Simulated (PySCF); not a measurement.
**Excited states of Si⁴⁺ (silicon, charge +4)**

Ground state [Ne], ¹S. Computed with PySCF 2.14 in aug-cc-pVTZ-DK with one added diffuse shell each of s, p, d, f type (7s6p4d3f, 66 functions), with scalar relativity by spin-free X2C-1e. Vertical excitation energies in eV without spin-orbit coupling; excited terms of each kind are numbered among those the solver found. Frozen: 1s2.

```tsv
term	leading excitation	EOM-EE-CCSD
1 3P°	2p → s	103.58
1 1P°	2p → s	104.63
1 3S	2p → p	111.84
1 3D	2p → p	113.59
1 1D	2p → p	114.26
1 1P	2p → p	114.47
1 3P	2p → p	114.47
1 1S	2p → p	119.02
2 3P°	2p → d	128.35
1 3F°	2p → d	128.68
1 1F°	2p → d	128.75
2 1P°	2p → d	128.99
2 3S	2p → p	139.15
2 1D	2p → p	139.96
```

The solver can miss terms.
